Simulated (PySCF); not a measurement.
Sb(Br)2(OH) (Br₂HOSb), SMILES [OH][Sb]([Br])[Br].

Geometry optimised at PBE0-D3(BJ)/def2-SVP. The structure was generated by enumeration; whether it is a known compound was not checked. The def2 effective core potentials stand for the cores of Sb; spin–orbit coupling is left out. Other conformers were not sampled.

These are TDDFT-PBE/def2-SVPD (PySCF) values and carry that method's errors.

Vertical excitations. The molecule is in vacuum. State labels are in the subgroup Cs.

Computed lowest excited states:
| state | symmetry | energy (eV) | λ (nm) | f | main pairs |
|---|---|---|---|---|---|
| S1 | A" | 4.44 | 279 | 0.004 | HOMO→LUMO 63 %, HOMO−2→LUMO 30 % |
| S2 | A' | 4.51 | 275 | 0.009 | HOMO−1→LUMO 68 %, HOMO→LUMO+1 22 % |
| S3 | A" | 4.52 | 274 | 0.008 | HOMO−2→LUMO 67 %, HOMO→LUMO 28 % |
| S4 | A' | 4.59 | 270 | 0.012 | HOMO→LUMO+1 71 %, HOMO−1→LUMO 13 % |
| S5 | A' | 4.76 | 261 | 0.012 | HOMO−2→LUMO+1 65 %, HOMO−3→LUMO 15 %, HOMO−1→LUMO 15 % |
| S6 | A" | 4.82 | 257 | 0.019 | HOMO−1→LUMO+1 71 %, HOMO−3→LUMO+1 14 % |
| S7 | A' | 4.84 | 256 | 0.004 | HOMO−3→LUMO 74 %, HOMO−2→LUMO+1 22 % |
| S8 | A" | 5.04 | 246 | 0.005 | HOMO−3→LUMO+1 61 %, HOMO→LUMO+2 14 %, HOMO−4→LUMO 12 % |
| S9 | A" | 5.12 | 242 | 0.000 | HOMO→LUMO+2 84 % |
| S10 | A" | 5.26 | 236 | 0.006 | HOMO−4→LUMO 61 %, HOMO−2→LUMO+2 33 % |
| T1 | A' | 4.02 | 309 | 0 | HOMO−1→LUMO 97 % |
| T2 | A" | 4.07 | 304 | 0 | HOMO→LUMO 98 % |
| T3 | A" | 4.20 | 295 | 0 | HOMO−1→LUMO+1 84 % |
| T4 | A" | 4.30 | 288 | 0 | HOMO−2→LUMO 86 % |
Triplets are in the Tamm–Dancoff approximation, which puts them higher than full response would, so one can lie above its singlet here.
